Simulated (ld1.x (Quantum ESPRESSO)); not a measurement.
What the settings do to the TM potential of Tc (Z = 43)

Base potential:

```json
{"Element": "Tc", "Generator": "ld1.x (Quantum ESPRESSO) 7.5", "Type": "norm-conserving Troullier–Martins (Kleinman–Bylander form)", "Functional": "LDA (PZ)", "Relativity": "scalar-relativistic", "Frozen core": "[Ar] 3d10", "Valence charge": "15", "Reference configuration": "4s2 4p6 4d5 5s2 5p0", "Partial waves": "4s (bound): rc 1.80 bohr; 4p (bound): rc 1.15 bohr; 4d (bound): rc 1.55 bohr", "Local potential": "the d channel", "Core correction": "Bessel-smoothed model core inside 0.80 bohr"}
```

Occupied shells without a wave of their own: 5s. They enter only through the test configuration that unscreens the potential, and ld1.x also counts them in the model core charge.

All-electron outer shells of the reference configuration (LDA (PZ), scalar-relativistic, ld1.x):

```json
{"shell": "3p", "level (eV)": "-415.60", "outermost node (bohr)": "0.16", "outermost maximum (bohr)": "0.36"}
{"shell": "3d", "level (eV)": "-250.19", "outermost node (bohr)": "–", "outermost maximum (bohr)": "0.31"}
{"shell": "4s", "level (eV)": "-73.39", "outermost node (bohr)": "0.50", "outermost maximum (bohr)": "0.95"}
{"shell": "4p", "level (eV)": "-45.40", "outermost node (bohr)": "0.51", "outermost maximum (bohr)": "1.03"}
{"shell": "4d", "level (eV)": "-6.81", "outermost node (bohr)": "0.50", "outermost maximum (bohr)": "1.27"}
{"shell": "5s", "level (eV)": "-5.27", "outermost node (bohr)": "1.28", "outermost maximum (bohr)": "2.72"}
{"shell": "5p", "level (eV)": "-1.53", "outermost node (bohr)": "1.45", "outermost maximum (bohr)": "3.63"}
```

Cutoffs, loose and tight: the cutoffs (Ry, on a coarse ladder) from which the occupation-weighted sum of valence levels, in a spherical-Bessel basis at the reference potential, stays within 10 and 1 mRy of its value at 400 Ry. They do not see the model core or the augmentation charge, which bear on the density cutoff. Test errors are all-electron minus pseudo excitation energies from the reference, over the configurations 4s2 4p6 4d5 5s1 5p0; 4s2 4p6 4d5 5s0 5p0; 4s2 4p6 4d4 5s0 5p0; 4s2 4p6 4d5 5s1 5p1; 4s2 4p6 4d6 5s0 5p0; 4s2 4p6 4d5 5s1.5 5p0; 4s2 4p6 4d4 5s2 5p1 (two spin-polarised tests are not counted in the largest error). A dash means not determined; rows that change the core or the reference have their own tests.

With those shells counted twice in exchange and correlation these files are broken, and their errors move erratically; no question is asked of them.

Cutoffs are not given where the Bessel-basis levels miss the radial ones by over 6 mRy, ghosts where they miss by over 20 mRy; a channel whose overlap is not positive is not tested.

| change | outcome | cutoff, loose | cutoff, tight | bound ghosts | largest test error (meV) |
| --- | --- | --- | --- | --- | --- |
| base | generated, misses its reference levels by 0.69 eV | 100 Ry | 140 Ry | none | -4189 |
| wave 4p (bound): rc 1.15 bohr becomes 4p (bound): rc 0.76 bohr | generated, misses its reference levels by 0.69 eV | – | – | not determined | -4174 |
| wave 4p (bound): rc 1.15 bohr becomes 4p (bound): rc 0.86 bohr | generated, misses its reference levels by 0.69 eV | 260 Ry | over 300 Ry | none | -4181 |
| wave 4p (bound): rc 1.15 bohr becomes 4p (bound): rc 1.02 bohr | generated, misses its reference levels by 0.69 eV | 110 Ry | 200 Ry | none | -4188 |
| wave 4p (bound): rc 1.15 bohr becomes 4p (bound): rc 1.14 bohr | generated, misses its reference levels by 0.69 eV | 100 Ry | 140 Ry | none | -4189 |
| wave 4p (bound): rc 1.15 bohr becomes 4p (bound): rc 1.30 bohr | generated, misses its reference levels by 0.69 eV | 70 Ry | 120 Ry | none | -4187 |
| wave 4p (bound): rc 1.15 bohr becomes 4p (bound): rc 1.46 bohr | generated, misses its reference levels by 0.69 eV | 55 Ry | 100 Ry | none | -4184 |
| wave 4p (bound): rc 1.15 bohr becomes 4p (bound): rc 1.58 bohr | generated, misses its reference levels by 0.69 eV | 55 Ry | 80 Ry | none | -4182 |
| wave 4p (bound): rc 1.15 bohr becomes 4p (bound): rc 1.68 bohr | generated, misses its reference levels by 0.69 eV | 50 Ry | 70 Ry | none | -4180 |

Reading the sweep of the p radius (base included, trends over the rows without a ghost): The loose cutoff falls from 260 Ry at 0.86 to 50 Ry at 1.68 bohr. A larger radius leaves more room for a smooth pseudo-wave, so fewer plane waves are needed; a smaller one forces it to follow the all-electron wave where it bends sharply. The median size of the test errors (rows with all tests solved) stays near 1023.2 meV.
